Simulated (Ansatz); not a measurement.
One change: `[OH][Ti]([F])([F])[Cl]` becomes `[CH3][Ti]([OH])([F])[F]`.

Ansatz, PBE0-D4/def2-TZVP geometries, multiplicity 1. Each molecule was computed in one conformer, which needn't be the lowest.

Scalar relativity is left out up to krypton.

| property | `[OH][Ti]([F])([F])[Cl]` |
| --- | --- |
| LUMO energy (ωB97M-V/def2-TZVPP) / eV | -0.58 |
| zero-point energy (PBE0-D4/def2-TZVP) / kJ/mol | 49.1 |
| HOMO energy (ωB97M-V/def2-TZVPP) / eV | -11.87 |
| HOMO–LUMO gap (PBE0/def2-TZVPP) / eV | 6.76 |
| HOMO–LUMO gap (B3LYP/def2-TZVPP) / eV | 6.19 |
| HOMO–LUMO gap (PBE/def2-TZVPP) / eV | 4.37 |

Task: What does the change do to each property? (Estimate.)

Result: Computed: 
```json
{"property": "LUMO energy (ωB97M-V/def2-TZVPP) / eV", "`[CH3][Ti]([OH])([F])[F]`": "0.42", "shift": "1.00"}
{"property": "zero-point energy (PBE0-D4/def2-TZVP) / kJ/mol", "`[CH3][Ti]([OH])([F])[F]`": "136.4", "shift": "87.3"}
{"property": "HOMO energy (ωB97M-V/def2-TZVPP) / eV", "`[CH3][Ti]([OH])([F])[F]`": "-10.72", "shift": "1.15"}
{"property": "HOMO–LUMO gap (PBE0/def2-TZVPP) / eV", "`[CH3][Ti]([OH])([F])[F]`": "6.44", "shift": "-0.32"}
{"property": "HOMO–LUMO gap (B3LYP/def2-TZVPP) / eV", "`[CH3][Ti]([OH])([F])[F]`": "5.87", "shift": "-0.32"}
{"property": "HOMO–LUMO gap (PBE/def2-TZVPP) / eV", "`[CH3][Ti]([OH])([F])[F]`": "3.83", "shift": "-0.54"}
```

With PBE0 the HOMO rises by 1.24 eV and the LUMO rises by 0.91 eV, so the gap narrows by about 0.33 eV. PBE moves the HOMO by 1.25 eV and ωB97M-V by 1.15 eV. The zero-point energy changes by 87.3 kJ/mol with +9 modes.

Positive LUMOs are unbound, so they and the gaps depend on the basis.

B3LYP here is the variant with VWN-RPA as its local correlation; programs differ in this.
